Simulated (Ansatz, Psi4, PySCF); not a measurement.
C$_{2}$H$_{3}$O$_{2}$ (SMILES [CH2]C(=O)O), doublet (typed; the unrestricted solution is spin-contaminated), at a GFN2-xTB geometry. Base run: MP2/STO-3G run with PySCF.

Input for PySCF:
```python
from pyscf import gto, scf, mp

mol = gto.Mole()
mol.atom = '''
    C     0.04765939    0.08243276   -0.05118241
    O     0.27214038    1.15850639   -0.57845970
    O    -1.15674511   -0.20174152    0.49367599
    H    -1.74941322    0.55735887    0.38773571
    C     0.98018779   -0.98897084    0.06432854
    H     0.69019151   -1.90286014    0.54732555
    H     1.96897649   -0.86938916   -0.33566831
'''
mol.basis = 'sto-3g'
mol.spin = 1
mol.verbose = 4
mol.build()

mf = scf.UHF(mol)
mf.kernel()

pt = mp.MP2(mf)
pt.kernel()
print('E(MP2) = %.10f' % pt.e_tot)
```

The same geometry, method and basis name were run in Ansatz (a quantum-chemistry and plane-wave program) and Psi4 and PySCF, at each program's defaults and at the settings that a row names. The base is PySCF at its defaults. Differences at the defaults can come from grids, fitting, cores and function types together.

| code and settings | ΔE vs base (mEh) | basis functions | E (Eh) | SCF cycles |
|---|---|---|---|---|
| PySCF, defaults (exact integrals, spherical functions, all electrons correlated) | 0.000 | 23 | -224.33335 | 14 |
| Psi4, defaults (density fitting with its default set, spherical functions, all electrons correlated) | -0.322 | 23 | -224.33368 | 17 |
| Ansatz, defaults (factorised integrals, spherical functions, frozen core) | 0.995 | 23 | -224.33236 | - |
| PySCF, frozen core | 0.985 | 23 | -224.33237 | 14 |
| Psi4, exact integrals, spherical functions, frozen core | 0.985 | 23 | -224.33237 | 17 |
| Ansatz, high accuracy, frozen core | 0.985 | 23 | -224.33237 | - |

Open shells are given as the SCF converged; they aren't shown to be the lowest states, and a large step between rows can be another state.
